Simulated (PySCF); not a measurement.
Compound: BF3OEt2, C4H10BF3O.
Cartesian coordinates in Å at the PBE0-D3(BJ)/def2-SVP level; atoms count from 1:
```xyz
19
C4H10BF3O angstrom
C      2.0149   -0.6807   -1.1567
C      1.1224   -0.5575    0.0508
O      0.0531    0.3700   -0.2055
C     -1.2170   -0.1652   -0.6114
C     -2.0521   -0.6161    0.5616
B      0.1157    1.8050    0.6141
F     -0.0189    1.4509    1.9220
F     -0.9365    2.4890    0.0977
F      1.3475    2.2723    0.2879
H      2.8436   -1.3714   -0.9415
H      1.4672   -1.0669   -2.0296
H      2.4341    0.3031   -1.4093
H      0.6743   -1.5185    0.3469
H      1.6617   -0.1600    0.9199
H     -1.7041    0.6470   -1.1642
H     -1.0041   -0.9841   -1.3156
H     -2.2717    0.2292    1.2271
H     -3.0032   -1.0303    0.1952
H     -1.5466   -1.3973    1.1489
```

The closed-shell ground state was solved at several levels (PySCF, density fitting, gas phase, non-relativistic).

```
        level  basis functions  total energy (Eh)  HOMO (eV)  LUMO (eV)  gap (eV)  dipole (D)
  PBE0/STO-3G               55          -550.1270      -3.87       5.79      9.66        5.11
   PBE0/6-31G              101          -557.5069      -9.06       1.80     10.86        6.09
  PBE0/6-31G*              146          -557.6325      -8.85       1.96     10.81        5.47
PBE0/pcSseg-1              203          -557.5994      -9.18       0.87     10.05        5.79
```

**Question.** What might PBE0/pcSseg-2 (464 basis functions) give for the same quantities?

**Answer.** Total energy -557.8760 Eh, HOMO -9.16 eV, LUMO 0.17 eV, gap 9.33 eV, dipole 5.71 D.

**Question.** Over all these levels, which gives the widest orbital gap and which the narrowest?

**Answer.** PBE0/6-31G has the widest, 10.86 eV, and PBE0/pcSseg-2 the narrowest, 9.33 eV. From the narrowest to the widest the HOMO moves by +0.10 eV and the LUMO by +1.63 eV.

**Question.** How much does the basis alone move the frontier levels among the 5 PBE0 rows (the withheld one included)?

**Answer.** The HOMO by 5.31 eV and the LUMO by 5.62 eV. By rising basis size (HOMO, LUMO in eV): STO-3G -3.87, 5.79; 6-31G -9.06, 1.80; 6-31G* -8.85, 1.96; pcSseg-1 -9.18, 0.87; pcSseg-2 -9.16, 0.17.

**Question.** How far do the dipole and the HOMO energy spread over the levels?

**Answer.** The dipole runs from 5.11 to 6.09 D (mean 5.63 D) and the HOMO from -9.18 to -3.87 eV.

One conformer stands for the species.
